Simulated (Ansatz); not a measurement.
Saddle point of CH$_{7}$FSn, singlet (CH₆Sn ([CH3][SnH3]) + HF → SnH₃F ([F][SnH3]) + CH₄; bonds formed: Sn1–F7, C2–H6; bonds broken: Sn1–C2, H6–F7), PBE0-D4/def2-TZVP structure:

```
10
angstrom
Sn -0.6973 0.9989 -0.1579
C 0.4777 -1.1248 -0.1027
H -1.6255 0.2109 -1.3802
H -1.7200 1.3126 1.1593
H 0.1389 2.2865 -0.8808
H 0.8304 -0.1153 0.7038
F 0.9846 0.9069 1.3324
H -0.4163 -1.7210 0.0779
H 0.7227 -1.1235 -1.1644
H 1.3047 -1.6311 0.4125
```

Energies are electronic, without zero-point energy. Barriers and step energies count from the start structure reached by relaxing down the imaginary mode; all methods use the PBE0-D4 structures, on which another method's saddle can fall below an end. Computed with Ansatz 0.2.0 (basis: def2-TZVPP, with def2-QZVPP for the basis limit); correlated methods freeze the cores. Filled d shells of the heavier atoms are correlated. Core potentials replace the inner electrons of the atoms past krypton. The def2 sets are not built for correlating such inner shells, so the correlated values are less sure here. B3LYP uses VWN-RPA correlation. Extrapolation: Hartree–Fock as exp(−7.88 √X), correlation as X^−2.97.

| method | barrier (eV) | step energy (eV) |
| --- | --- | --- |
| SPW92 | ? | -0.508 |
| PBE-D4 | 1.113 | -0.680 |
| BLYP-D4 | 1.197 | -0.815 |
| r2SCAN-D4 | 1.144 | -0.787 |
| B97M-V | ? | -0.897 |
| PBE0-D4 | 1.293 | -0.662 |
| B3LYP-D4 | 1.328 | -0.793 |
| r2SCAN0-D4 | ? | -0.733 |
| BHLYP-D4 | 1.500 | -0.812 |
| CAM-B3LYP-D4 | 1.335 | -0.820 |
| wB97X-V | 1.344 | -0.794 |
| wB97M-V | 1.327 | -0.744 |
| B2PLYP | 1.395 | -0.782 |
| PBE-QIDH | 1.420 | -0.650 |
| RPA on PBE | 1.448 | -0.690 |
| HF | 1.900 | -0.980 |
| MP2 | 1.467 | -0.601 |
| CCSD | 1.580 | -0.674 |
| CCSD(T) | 1.488 | -0.644 |

**Question.** Fill in the withheld barriers. (An estimate is asked for; the value comes from the calculation.)

**Answer.** Computed: B97M-V 1.243; SPW92 0.886; r2SCAN0-D4 1.304 eV. Each is the energy of the saddle less that of the start structure, by the same method.

For comparison, the barrier by CCSD(T) at an estimated basis limit (MP2 extrapolated from triple and quadruple zeta, plus CCSD(T) − MP2 in triple zeta) is 1.400 eV.

T1 diagnostic: at most 0.014.

Labels in which every atom is bracketed show which atoms are joined, not bond orders.

For scale, one of the runs: CCSD(T)/def2-TZVPP, 210 basis functions, launched by `ansatz run in.yaml --threads 4 --pin off --events-out ev --progress --plain --max-ram 9574MiB`. Hardware: 4 CPU threads of an Intel Xeon, shared host. Wall time 110 s; peak host memory 3.3 GiB.
